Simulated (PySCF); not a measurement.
# Fractional electron number in Mn²⁺ (manganese, charge +2)

The 3d alpha orbital of [Ar] 3d5 is emptied in steps (occupation f), with all orbitals relaxed, ending at [Ar] 3d4. Computed with PySCF 2.14 in aug-cc-pVDZ (7s6p4d2f, 59 functions), with no relativity, point nucleus. The exact energy is a straight line in f; departures are measured from the line between the end points of the same method.

```
   f  PBE0 (eV)  r2SCAN (eV)  LC-wPBE (eV)
   1      0.000        0.000         0.000
0.75     -1.092       -1.489        -0.605
 0.5     -1.470       -1.998        -0.824
0.25     -1.112       -1.505        -0.630
   0      0.000        0.000         0.000
```

Q: For r2SCAN, how does the orbital energy at f = 1 compare with the removal energy?

A: −ε = 26.402 eV against a total-energy difference of 34.285 eV. By Janak's theorem ε = ∂E/∂f, so the gap between them reflects the curvature. Along the path −ε is 30.273 (f = 0.75), 34.242 (f = 0.5), 38.273 (f = 0.25) eV.

| method | E(f=0) − E(f=1) (eV) | −ε at f=1 (eV) | −ε at f=0.5 (eV) |
| --- | --- | --- | --- |
| PBE0 | 34.271 | 28.502 | 34.218 |
| r2SCAN | 34.285 | 26.402 | 34.242 |
| LC-wPBE | 34.338 | 31.179 | 34.272 |

Reference removal energy between the ground levels: 33.668 ± 0.012 eV (measured; NIST Atomic Spectra Database, ionization energies). The calculation has no spin-orbit coupling. The determinant left behind need not be the lowest term of the ion.
